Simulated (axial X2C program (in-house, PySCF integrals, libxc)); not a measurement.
## Low determinants of TaO⁻ at the PBE0 level, 2c

Calculated with an axial X2C code built on PySCF integrals. Two-component (2c) means X2C with spin–orbit coupling and atomic mean-field two-electron Coulomb and Gaunt terms. Basis: Ta dyall-acv3z [14s15p10d7f4g], O dyall-av3z [7s6p3d2f] (cores contracted in-house); Gaussian nuclei, density fitting, unrestricted open shells. Masses: Ta 180.948 u, O 15.995 u.

Search at 1.721 Å (vertical energies from the lowest determinant):

```
ΔE (eV)  state  electrons beyond evenly filled partner blocks  electrons in ±ω = 1/2, 3/2, 5/2, 7/2
   0.00  Ω = 1                              ω = -3/2, ω = 5/2                             48 23 9 2
   0.34  Ω = 2                               ω = 1/2, ω = 3/2                             49 23 8 2
   0.38  Ω = 0                                           none                             48 24 8 2
   0.56  Ω = 1                              ω = -1/2, ω = 3/2                             49 23 8 2
   0.87  Ω = 2                              ω = -1/2, ω = 5/2                             49 22 9 2
   1.17  Ω = 0                                           none                            48 22 10 2
```

Lowest determinant, Ω = 1 (⟨Sz⟩ = 1.00, ⟨Lz⟩ = 0.00 at PBE0): Re = 1.717 Å, ωe = 962.1 cm⁻¹.

The determinant in row 2 of the search, Ω = 2 (⟨Sz⟩ = -0.96, ⟨Lz⟩ = 2.96 at PBE0), was followed along the bond at PBE0; measured from the minimum of the lowest determinant it gives:

Te = 0.339 eV (2738 cm⁻¹), Re = 1.715 Å, ωe = 942.9 cm⁻¹.

(1) Compare the bond of the determinant in row 2 with that of the lowest one.

The search compares states at one distance, so a state with another bond length can lie lower; it is not exhaustive and yields mostly the lowest determinant of each block pattern, so other components and higher states of one pattern are missing. These are energies of single determinants, not of spin-adapted states; PBE0 term energies can be off by some tenths of an eV, and the functional has no current term. Open-shell Ω = 0 determinants with evenly filled partner blocks cannot be reached by this program, so the Ω shown need not be the lowest component. The lowest determinant need not be the ground state where others lie within half an eV. For an anion, determinants above electron detachment are held by the basis set. The highest occupied level of some functionals is positive through self-interaction error; at Hartree–Fock it is bound. Row 1 has a positive highest level at its minimum. Row 2 has a positive highest level at its minimum.

Results:

(1) At PBE0 its Re is 0.002 Å shorter and its force constant, which goes as ωe², is 0.96 times that of the lowest determinant. T0 ≈ Te + Δωe/2 = 2738 + (-10) = 2728 cm⁻¹.
